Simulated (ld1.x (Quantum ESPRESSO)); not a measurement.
Configuration tests for Sb (Z = 51) (TM)

antimony (Sb), norm-conserving Troullier–Martins (Kleinman–Bylander form), made with ld1.x (Quantum ESPRESSO) 7.5 (PBE, scalar-relativistic). Core [Kr] 4d10, reference 5s2 5p3. Waves: 5s (bound): rc 1.55 bohr; 5d channel at 0.3 Ry: rc 2.55 bohr; 5p (bound): rc 2.45 bohr. Local part: the p channel. Core correction: none.

Energies are relative to the spin-unpolarised reference configuration 5s2 5p3; without spin polarisation the order of configurations can differ from experiment. The frozen-core shift is the all-electron ΔE with the core orbitals held at their reference shape minus the fully relaxed ΔE.

Give the all-electron excitation energy and the error of the potential for: 5s2 5p2; 5s2 5p1; 5s2 5p0; 5s2 5p2.5; 5s1 5p3; 5s1 5p0; 5s2 5p3.3.

```tsv
valence configuration	charge	ΔE all-electron (eV)	error AE − PS (meV)	frozen-core shift (meV)
5s2 5p2	+1	8.317	-2.7	+7.6
5s2 5p1	+2	24.285	-6.9	+52
5s2 5p0	+3	48.698	+28	+193
5s2 5p2.5	+0.5	3.262	-0.8	+1.6
5s1 5p3	+1	17.049	+7.6	+34
5s1 5p0	+4	92.991	+218	+659
5s2 5p3.3	-0.3	-1.159	+0.3	0.0
```
